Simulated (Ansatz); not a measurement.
Abridged output of a molecular run in Ansatz:

```
Functional definition: HF
1664 factors; integrals over basis functions are off by at most 8.9e-4 eV
mean field evaluation 1: about -23224.2898 eV, gradient 3.3e1 eV
mean field evaluation 2: about -23224.5190 eV, gradient 3.3e1 eV
mean field evaluation 4: about -23227.8697 eV, gradient 4.1e0 eV
mean field evaluation 8: about -23227.9348 eV, gradient 2.3e-1 eV
mean field -23227.93505076 eV, -853.6108686556 hartree, gradient 1.8e-6 eV, S^2 0.000000; 0 other end points of the search recorded, 0 dependent functions left out
13 core orbitals not correlated: weight in the atoms' cores, before any rotation towards them, 1.000 or more for the frozen orbitals, at most 0.000 for the correlated occupied ones
reference -23227.93505076 eV, -853.6108686556 hartree; 15, 15 occupied and 261, 261 virtual orbitals, 1664 factors
second order -20.98332016 eV of doubles, -0.00000000 eV of singles
cycle   1  -22.14711193 eV  change    -1.2e0 eV  update   9.8e-2
cycle   2  -22.71823910 eV  change   -5.7e-1 eV  update   2.8e-2
cycle   3  -22.80712782 eV  change   -8.9e-2 eV  update   1.3e-2
cycle   4  -22.79843048 eV  change    8.7e-3 eV  update   3.8e-3
cycle   5  -22.79722144 eV  change    1.2e-3 eV  update   1.7e-3
cycle   6  -22.79718890 eV  change    3.3e-5 eV  update   4.9e-4
cycle   7  -22.79708643 eV  change    1.0e-4 eV  update   1.6e-4
cycle   8  -22.79710896 eV  change   -2.3e-5 eV  update   6.0e-5
cycle   9  -22.79712203 eV  change   -1.3e-5 eV  update   2.1e-5
perturbative correction -0.92068855 eV, -0.0338346803 hartree
Total energy: -23251.65286135 eV, -854.4824821182 hartree
```

Its atoms:

```xyz
13

C    -1.406   -0.603   -0.241
C     0.029   -0.131   -0.502
Si    0.378    1.407    0.562
B     1.130   -1.136   -0.134
Cl    2.710   -1.077   -0.897
H    -1.525   -0.954    0.787
H    -2.135    0.195   -0.405
H    -1.672   -1.433   -0.900
H     0.159    0.241   -1.525
H    -0.712    2.388    0.311
H     0.368    1.049    2.006
H     1.687    2.016    0.220
H     0.989   -1.963    0.718
```

Task: Which basis set was used?
A. def2-SVP
B. def2-SVPD
C. def2-QZVPP
D. def2-TZVPP

Result: D. It gives 289 functions.

Task: Write the keys of the input that set method, charge and spin (a neutral closed shell needs none for the last two).

Result: 
```yaml
correlation: {method: ccsd_t}
```
